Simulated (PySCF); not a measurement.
Dipole moment and polarisability of `O=c1cc(S[SiH3])cco1`

Compound: C5H6O2SSi.
Atom-mapped SMILES: `[O:1]=[c:2]1[cH:3][c:4]([S:5][SiH3:6])[cH:7][cH:8][o:9]1` (hydrogens: H10 on C3; H11, H12, H13 on Si6; H14 on C7; H15 on C8)

Structure used (GFN2-xTB), in Å, numbered top down from 1:
```
atom  x, y, z in Å
O1    -1.9031    2.1615    1.2364
C2    -1.6163    1.0930    0.7588
C3    -0.3103    0.7048    0.2882
C4    -0.0756   -0.5280   -0.2338
S5     1.4677   -1.0985   -0.8278
Si6    2.8932    0.4836   -0.4109
C7    -1.1641   -1.4543   -0.3182
C8    -2.3702   -1.0599    0.1279
O9    -2.6176    0.1409    0.6447
H10    0.4542    1.4594    0.3800
H11    2.8637    0.7179    1.0258
H12    4.1206   -0.1393   -0.8747
H13    2.5072    1.6483   -1.1960
H14   -1.0031   -2.4348   -0.7288
H15   -3.2510   -1.6866    0.1064
```

Level: PBE0/def2-SVPD (PySCF), static field, nuclei fixed, core orbitals frozen in the response. The polarisability tensor in these axes (au):

```
x   146.86  -0.11 -16.90
y    -0.11 116.41  17.51
z   -16.90  17.51  82.26
```

Q: Give the principal values, the mean and the anisotropy Δα = √{½[(α1 − α2)² + (α2 − α3)² + (α1 − α3)²]}.

A: Principal values 71.63, 122.29 and 151.60 au; mean 115.17 au = 17.07 Å³ = 18.99 × 10⁻⁴⁰ C²·m²/J; Δα = 70.08 au (61 % of the mean).

Q: What is the dipole moment, and where does it point?

A: (2.66, -2.93, -1.63) D, 4.28 D in size, pointing from the negative to the positive side. Measured along this direction, the outermost atoms are O1 at the negative end and H12 at the positive end.

Q: What depolarisation ratio follows for Rayleigh scattering of linearly polarised light, taking the static tensor?

A: ρ = 3Δα²/(45ᾱ² + 4Δα²) = 14732.2/(596928 + 19642.9) = 0.0239.

Q: Traceless (Buckingham) quadrupole moment about the centre of nuclear charge: eigenvalues?

A: -23.37, -0.67, 24.04 D·Å. The values depend on the origin, since the dipole doesn't vanish. The electronic extent ⟨r²⟩ about the same centre is 1868 bohr², a root-mean-square distance of 2.53 Å for the 82 electrons.

Q: Give the principal axes and the span of the nuclei along them.

A: Largest value along (0.95, -0.14, -0.27), where the nuclei span 7.09 Å; middle along (0.22, 0.92, 0.31), 4.67 Å; least along (0.20, -0.36, 0.91), 2.43 Å. The response follows the extents in order.

Q: Refractivity n − 1 of an ideal gas of it at 500 K and 1 atm, from the electronic α?

A: N = p/kT = 1.4678 × 10¹⁹ cm⁻³, so n − 1 = 2π × N × 17.07 × 10⁻²⁴ cm³ = 1574 × 10⁻⁶ at long wavelengths, for an ideal gas.

Geometry: GFN2-xTB, one conformer, isolated molecule.
